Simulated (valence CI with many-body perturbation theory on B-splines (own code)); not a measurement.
# Which ion has this spectrum?

A relativistic CI+MBPT calculation for an atom or ion with 49 electrons gives these levels (cm⁻¹):

| J | Parity | E | g |
| --- | --- | --- | --- |
| 9/2 | odd | 0.0 | 0.76 |
| 11/2 | odd | 22639 | 0.97 |
| 3/2 | odd | 36362 | 0.63 |
| 13/2 | odd | 41293 | 1.09 |
| 9/2 | odd | 47211 | 1.01 |
| 5/2 | odd | 51508 | 0.96 |
| 15/2 | odd | 56990 | 1.16 |
| 3/2 | odd | 57852 | 1.58 |
| 7/2 | odd | 58651 | 1.06 |
| 5/2 | odd | 59467 | 0.70 |
| 7/2 | odd | 70251 | 1.04 |
| 9/2 | odd | 75823 | 1.18 |
| 13/2 | odd | 76932 | 0.95 |
| 11/2 | odd | 77641 | 1.11 |

The energies are calculated, and their last digits are not significant.

(1) Which is it?
A. Ta24+
B. Pt29+
C. Ir28+
D. Re26+

## Answers

(1) D. Re26+, ground level 4f³ ⁴I°_9/2.
